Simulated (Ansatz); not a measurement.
Consider the substitution at a C–S bond: `CSC(F)[SiH3]` + `N#CO` → `N#COC(F)[SiH3]` + CH₃SH.

Calculated with Ansatz (gas phase, PBE0-D4/def2-TZVP geometries, no zero-point term in ΔE). CBS: MP2 limit from def2 TZ/QZ plus the TZ coupled-cluster correction, frozen cores. This one scheme is used for every species. Functionals use def2-TZVPP. Each species was taken in one conformer, which may not be the lowest.

Problem. Is it downhill or uphill in electronic energy at CCSD(T)/CBS, and by how much? (An estimate is asked.)

Solution. Computed: Uphill: ΔE = +8.6 kcal/mol.

Problem. What do these levels give: r2SCAN-D4, PBE0-D4, ωB97X-V, ωB97M-V, B2PLYP, PBE0, HF/def2-TZVPP, MP2/def2-TZVPP, SCS-MP2/def2-TZVPP, SCS-MP2/def2-QZVPP, MP2/CBS(def2), CCSD/CBS(def2)? (Best estimate.)

Solution. Ansatz gave: r2SCAN-D4 8.7, PBE0-D4 9.2, ωB97X-V 7.2, ωB97M-V 8.0, B2PLYP 7.0, PBE0 8.4, HF/def2-TZVPP 2.9, MP2/def2-TZVPP 8.9, SCS-MP2/def2-TZVPP 7.2, SCS-MP2/def2-QZVPP 8.0, MP2/CBS(def2) 10.5, CCSD/CBS(def2) 7.9 kcal/mol.

Largest T1 diagnostic among the species: 0.014.

In def2-TZVPP, CCSD(T) changes the Hartree–Fock value by +4.1 kcal/mol (the triples alone add +0.6 kcal/mol) and MP2 by +6.0 kcal/mol. The D4 term adds +1.4 kcal/mol with B3LYP and +0.7 kcal/mol with PBE0; it sums over pairs of atoms, weighted by their polarisabilities, and B3LYP, whose exchange is more repulsive, gets the larger term.

B3LYP here is the variant with VWN-RPA as its local correlation; programs differ in this.
